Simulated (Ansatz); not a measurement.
Consider the redistribution: `[OH][Zr]([F])([SH])[Cl]` + `O[SiH](O)[SiH2][SiH3]` → `[OH][Zr]([OH])([SH])[Cl]` + `O[SiH](F)[SiH2][SiH3]`.

Gas-phase electronic energies from Ansatz, PBE0-D4/def2-TZVP geometries. CCSD(T)/CBS adds triple-zeta CCSD(T) − MP2 to the extrapolated MP2 energy (def2 sets, frozen cores). Functionals use def2-TZVPP. def2 core potentials past Kr. For Zr outer-core shells are correlated without core-valence functions, which leaves a few kJ/mol of doubt a bond. One conformer a species, not always the lowest.

`[OH][Zr]([F])([SH])[Cl]`:

```xyz
7

O    -1.414   -1.043   -0.542
Zr    0.003   -0.137    0.313
F     1.323   -1.326    0.976
S     0.995    1.280   -1.408
Cl   -0.767    1.176    2.106
H    -2.154   -1.556   -0.858
H     2.015    1.605   -0.588
```

`O[SiH](O)[SiH2][SiH3]`:

Z-matrix (Å, degrees):
```
Si
O 1 1.648
Si 1 2.343 2 103.6
O 1 1.647 2 112.8 3 123.1
H 1 1.486 2 110.7 3 -121.9
H 2 0.959 1 117.8 3 173.6
Si 3 2.338 1 110.3 2 -45.6
H 3 1.491 1 109.5 2 -167.1
H 3 1.493 1 109.4 2 75.1
H 4 0.959 1 117.4 2 -68.0
H 7 1.488 3 111.2 1 -174.3
H 7 1.486 3 109.9 1 65.1
H 7 1.488 3 109.6 1 -54.4
```

`[OH][Zr]([OH])([SH])[Cl]`:

Z-matrix (Å, degrees):
```
Zr
O 1 1.896
S 1 2.454 2 105.5
O 1 1.900 2 114.3 3 118.6
Cl 1 2.365 2 110.0 3 -119.4
H 2 0.953 1 169.6 3 -142.8
H 3 1.347 1 91.4 2 162.4
H 4 0.953 1 169.0 2 13.9
```

`O[SiH](F)[SiH2][SiH3]`:

Z-matrix (Å, degrees):
```
Si
F 1 1.604
Si 1 2.346 2 106.4
O 1 1.636 2 110.1 3 -123.1
H 1 1.480 2 107.3 3 122.8
Si 3 2.339 1 110.9 2 49.1
H 3 1.490 1 108.8 2 170.7
H 3 1.492 1 108.8 2 -71.9
H 4 0.958 1 118.6 2 72.9
H 6 1.488 3 109.5 1 56.6
H 6 1.486 3 109.7 1 -62.9
H 6 1.487 3 110.8 1 176.5
```

Q: Is it downhill or uphill in electronic energy at CCSD(T)/CBS, and by how much? (An estimate is asked.)

A: The calculation gave: Nearly level: ΔE = -0.01 eV.

Q: What do these levels give: PBE0-D4, HF/def2-TZVPP, MP2/def2-TZVPP, SCS-MP2/def2-QZVPP, HF/CBS(def2), MP2/CBS(def2)? (Best estimate.)

A: Computed: PBE0-D4 0.06, HF/def2-TZVPP -0.02, MP2/def2-TZVPP -0.01, SCS-MP2/def2-QZVPP -0.02, HF/CBS(def2) -0.03, MP2/CBS(def2) -0.02 eV.

Largest T1 diagnostic among the species: 0.017.
